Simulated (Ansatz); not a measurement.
Energy difference R1 → 3 P1, each structure at its B3LYP-D3(BJ)/def2-TZVP stationary point, reached from a drawn start (curvature not checked).
P1: O atom, charge 0, multiplicity 3.
R1: O3 (SMILES O=[O+][O-]), charge 0, multiplicity 1.

P less R. No zero-point or thermal terms; singlets are restricted closed shells; open shells are unrestricted; no spin–orbit coupling.

Frozen-core correlation throughout.

Run with Ansatz (Gaussian basis) for Hartree–Fock, density functionals and correlated methods. Each number belongs to the level named beside it.

PBE/def2-TZVPP gives 771.9 kJ/mol for the reaction energy.

Where do these levels fall relative to PBE: r2SCAN/def2-TZVPP, B3LYP/def2-TZVPP, wB97M-V/def2-TZVPP, B2PLYP/def2-TZVPP, MP2/cc-pVQZ, CCSD(T)/cc-pVQZ.

r2SCAN/def2-TZVPP -137.3; B3LYP/def2-TZVPP -185.3; wB97M-V/def2-TZVPP -191.8; B2PLYP/def2-TZVPP -170.8; MP2/cc-pVQZ -75.6; CCSD(T)/cc-pVQZ -191.4 kJ/mol. 0 of 6 lie above PBE; the widest gap is to wB97M-V/def2-TZVPP.

Doubts at one or more of the structures used: other coupled-cluster roots may lie near (CCSD(T)/cc-pVQZ).

Ansatz is an electronic-structure program.
